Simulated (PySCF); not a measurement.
Which level of theory gave which numbers?

Trimethylsilane, C₃H₁₀Si.
Atom-mapped SMILES: `[CH3:1][SiH:2]([CH3:3])[CH3:4]` (hydrogens: H5, H6, H7 on C1; H8 on Si2; H9, H10, H11 on C3; H12, H13, H14 on C4)

The closed-shell ground state was solved 7 times with PySCF (density fitting, gas phase), always with PBE0, in these basis sets: 6-31+G*, IGLO-III, aug-cc-pVDZ, cc-pVDZ, cc-pVTZ, pcSseg-0 and pcSseg-2. Geometry: PBE0-D3(BJ)/def2-SVP; no solvent, vibrations or thermal averaging.

```csv
row,total energy (Eh),HOMO (eV),LUMO (eV),dipole (D)
P,-409.6391,-8.52,1.07,0.59
Q,-409.6470,-8.55,0.52,0.57
R,-409.5640,-8.51,0.09,0.59
S,-409.6448,-8.54,0.65,0.57
T,-409.5798,-8.43,1.75,0.62
U,-408.9745,-8.84,1.90,0.46
V,-409.5892,-8.52,-0.11,0.57
```

Task: Which basis belongs to which row?

Result: P = cc-pVTZ, Q = pcSseg-2, R = 6-31+G*, S = IGLO-III, T = cc-pVDZ, U = pcSseg-0, V = aug-cc-pVDZ. From the lowest total energy up: pcSseg-2 (291 functions) 0 eV; IGLO-III (249 functions) +0.06 eV; cc-pVTZ (264 functions) +0.22 eV; aug-cc-pVDZ (186 functions) +1.57 eV; cc-pVDZ (110 functions) +1.83 eV; 6-31+G* (96 functions) +2.26 eV; pcSseg-0 (60 functions) +18.30 eV.
